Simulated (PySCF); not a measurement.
H7NOSi2, SMILES N[SiH2]O[SiH3]. Atoms are numbered in the order given.

```xyz
11

Si     1.8015     0.0677     0.3523
O      0.5091    -0.0725    -0.6776
Si    -1.1618    -0.0855    -0.6219
N     -1.8130     0.0783     0.9639
H      1.8020    -1.0304     1.3649
H      3.0527    -0.0099    -0.4485
H      1.7689     1.3722     1.0792
H     -1.6393     1.0629    -1.4339
H     -1.6094    -1.3913    -1.1701
H     -1.8678     0.9741     1.4368
H     -1.8435    -0.6952     1.6196
```
Charge 0, spin multiplicity 1.

Geometry optimised at B3LYP-D3(BJ)/def2-SVP. Other conformers were not sampled.

All values below come from HF/pcSseg-1 run with PySCF.

GIAO shieldings, no solvent; atoms alike by connectivity are averaged. δ = σ(ref) − σ: ²⁹Si against TMS (σ = 393.8 ppm); ¹⁷O against H2O (σ = 333.0 ppm); ¹⁵N against NH3 (σ = 267.3 ppm); ¹H against TMS (σ = 31.99 ppm), references at their B3LYP-D3(BJ)/def2-TZVP geometries, non-relativistic.

Computed chemical shifts:
```json
[
 {"nucleus": "²⁹Si", "atoms": "Si3", "count": "1", "δ (ppm)": "-40.6"},
 {"nucleus": "²⁹Si", "atoms": "Si1", "count": "1", "δ (ppm)": "-47.4"},
 {"nucleus": "¹⁷O", "atoms": "O2", "count": "1", "δ (ppm)": "26.1"},
 {"nucleus": "¹⁵N", "atoms": "N4", "count": "1", "δ (ppm)": "24.0"},
 {"nucleus": "¹H", "atoms": "H5, H6, H7", "count": "3", "δ (ppm)": "4.70"},
 {"nucleus": "¹H", "atoms": "H8, H9", "count": "2", "δ (ppm)": "4.48"},
 {"nucleus": "¹H", "atoms": "H10, H11", "count": "2", "δ (ppm)": "1.57"}
]
```
